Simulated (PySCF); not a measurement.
C₄H₇ (SMILES [CH-]=C(C)C), charge -1, singlet, geometry from GFN2-xTB (in this run its highest filled SCF level lies above zero, so its values depend strongly on the basis, on diffuse functions most of all). Base run: TPSS/6-31G* (PySCF).

The PySCF input:
```python
from pyscf import gto, scf, dft

mol = gto.M(
    atom='''
C    -0.017079    0.137684    1.567119
C    -0.002588    0.015899    0.238727
H    -0.019375   -0.900336    2.055516
C     0.003309    1.253666   -0.640106
H    -0.005779    2.152562   -0.023252
H     0.893269    1.292935   -1.287774
H    -0.872859    1.287990   -1.306587
C     0.010311   -1.253978   -0.638358
H     0.006195   -2.152814   -0.015777
H    -0.867325   -1.302457   -1.302631
H     0.902155   -1.297503   -1.283782
''',
    basis='6-31g*',
    charge=-1,
    spin=0,
    verbose=3,
)

mf = dft.RKS(mol)
mf.xc = 'tpss'
mf.kernel()
```

The base run was repeated with changes; each row names its change, and settings that it needs were set with it.

```
change                                       E (Eh)  HOMO (eV)  HOMO-LUMO gap (eV)  core-seconds (rough)                outcome
---------------------------------------  ----------  ---------  ------------------  --------------------  ---------------------
base                                     -156.55409       3.13                3.92                    10              converged
functional = o3lyp                       -156.46453       2.74                4.58                     8              converged
functional = pw91,pw91                   -156.44233       3.27                3.47                     9              converged
functional = b3lyp; dispersion = d4      -156.54101       2.24                5.14                     8              converged
functional = pbe0; dispersion = d3zero   -156.32819       1.95                5.75                     8              converged
functional = r2scan                      -156.41704       3.00                4.09                    10              converged
functional = blyp                        -156.42303       3.48                3.30                     8              converged
functional = hse06                       -156.33838       2.36                4.95                    20              converged
functional = bhandhlyp                   -156.41591       0.71                7.87                     7              converged
functional = pbe0                        -156.32537       1.95                5.75                     8              converged
functional = pbe                         -156.29616       3.31                3.46                     8              converged
functional = b3lyp; dispersion = d3zero  -156.53293       2.24                5.14                     8              converged
functional = wb97x_v                              -          -                   -                     -  cut at the time limit
```

Absolute energies of different levels of theory aren't comparable as measures of quality.
